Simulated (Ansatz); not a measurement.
Reaction (substitution at a C–S bond): `NCS[SiH3]` + `BS` → `BSCN` + `[SiH3]S`

Computed with Ansatz on PBE0-D4/def2-TZVP structures; ΔE is electronic, products minus reactants. CCSD(T)/CBS adds triple-zeta CCSD(T) − MP2 to the extrapolated MP2 energy (def2 sets, frozen cores). This one scheme is used for every species. Functionals use def2-TZVPP. Each species was taken in one conformer, which may not be the lowest.

**Question.** Is it downhill or uphill in electronic energy at CCSD(T)/CBS, and by how much? (Estimate.)

**Answer.** The calculation gave: Downhill: ΔE = -7.8 kJ/mol.

**Question.** What do these levels give: r2SCAN0-D4, PBE, PBE0, MP2/def2-TZVPP, SCS-MP2/def2-QZVPP, HF/CBS(def2)? (Estimate.)

**Answer.** The calculation gave: r2SCAN0-D4 -8.3, PBE -7.7, PBE0 -8.1, MP2/def2-TZVPP -8.3, SCS-MP2/def2-QZVPP -8.0, HF/CBS(def2) -9.0 kJ/mol.

Largest T1 diagnostic among the species: 0.015.

Leaving LDA and LC-ωPBE aside and taking each functional with its dispersion term where it has one, the values, not all of them listed here, spread over 1.9 kJ/mol, from ωB97X-V to revPBE-D4.
